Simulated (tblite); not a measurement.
Species: C5H8N2OSi.
Numbering: `[CH2:1]=[CH:2][c:3]1[cH:4][c:5]([O:6][SiH3:7])[n:8][nH:9]1` (hydrogens: H10, H11 on C1; H12 on C2; H13 on C4; H14, H15, H16 on Si7; H17 on N9)

Geometry (GFN2-xTB, Å), atoms numbered from 1 in this order:
```
atom  x, y, z in Å
C1    -3.441    0.380   -0.508
C2    -2.529   -0.587   -0.514
C3    -1.124   -0.387   -0.263
C4    -0.379    0.744    0.029
C5     0.941    0.281    0.167
O6     2.007    1.018    0.451
Si7    3.548    0.488    0.611
N8     1.010   -1.029   -0.024
N9    -0.242   -1.417   -0.282
H10   -3.177    1.404   -0.309
H11   -4.479    0.175   -0.701
H12   -2.821   -1.610   -0.717
H13   -0.717    1.753    0.131
H14    4.018   -0.113   -0.636
H15    3.652   -0.475    1.706
H16    4.163    1.775    0.906
H17   -0.435   -2.389   -0.462
```

Calculated harmonic vibrations of the isolated species, GFN2-xTB (tblite), most abundant isotopes, no scaling. Errors from tens to a few hundred cm⁻¹ against measured bands are possible. Modes of hydrogen on silicon can be 10 to 20 % off. One conformer, not necessarily the lowest.

Harmonic wavenumbers (cm⁻¹): 53.5, 89.2, 99.1, 122.9, 174.5, 198.0, 362.5, 388.3, 451.7, 493.6, 559.5, 588.2, 600.8, 663.3, 670.0, 705.3, 725.2, 747.3, 780.8, 791.2, 817.9, 865.2, 883.1, 979.9, 1005.6, 1031.8, 1056.4, 1143.6, 1172.8, 1217.7, 1296.8, 1383.6, 1396.7, 1447.5, 1509.7, 1555.2, 1670.8, 2257.5, 2279.3, 2316.5, 3047.5, 3118.0, 3146.4, 3203.3, 3461.4.

A = 5480, B = 655.0, C = 589.0 MHz; mass 140.041 u (most abundant isotopes); point group Cs, symmetry number 1.

Q: What is the zero-point energy?

A: ½Σν̃ = 26265 cm⁻¹ = 75.09 kcal/mol.

Q: Entropy at 400 K, 1 bar (ideal gas, RRHO, classical rotation)?

A: Translation 42.21, rotation 30.29, vibration 37.84: S = 110.3 cal/(mol K).

Q: And Cp and H(400 K) − H(0)?

A: Cp = 48.04 cal/(mol K), of which vibrations give 40.09 (their classical limit is 45 R = 89.4); H(400 K) − H(0) = 11.18 kcal/mol without the zero-point energy, 8.00 from vibrations.

Q: What must be added to the electronic energy to get the Gibbs energy at 400 K and 1 bar?

A: ZPE + [H(400 K) − H(0)] − T·S = 75.09 + 11.18 − 44.13 = 42.14 kcal/mol.

Q: Blend soft modes into free rotors: weight 1/[1 + (100 cm⁻¹/ν̃)⁴] for the oscillator and the rest for a rotor with moment μB/(μ + B), μ = h/(8π²ν), B = 10⁻⁴⁴ kg m². What vibrational entropy results?

A: 35.14 cal/(mol K) in place of 37.84, which changes −T·S at 400 K by +1.08 kcal/mol.

Q: Which modes carry the vibrational entropy at 400 K?

A: 53.5 cm⁻¹: 5.27; 89.2 cm⁻¹: 4.25; 99.1 cm⁻¹: 4.05; 122.9 cm⁻¹: 3.63; 174.5 cm⁻¹: 2.95; 198.0 cm⁻¹: 2.70 cal/(mol K); the other 39 give 15.00 together.

Q: How do the functions run with temperature in this model?

A: 
```csv
T (K),S (cal/(mol K)),Cp (cal/(mol K)),H − H(0) (kcal/mol),G − H(0) (kcal/mol),ln q(vib)
50,58.7,13.1,0.49,-2.44,0.42
100,69.4,18.0,1.28,-5.66,1.57
298.15,97.7,38.3,6.76,-22.36,6.43
373.15,107.1,45.7,9.92,-30.04,8.30
500,121.9,55.8,16.38,-44.58,11.49
750,147.2,68.9,32.11,-78.32,17.56
1000,168.3,77.0,50.43,-117.84,23.15
```

q(vib) and H(0) count from the zero-point level.

Hindered rotation and anharmonicity are outside this model. Other conformers, if any are populated, would add a mixing term that is left out.
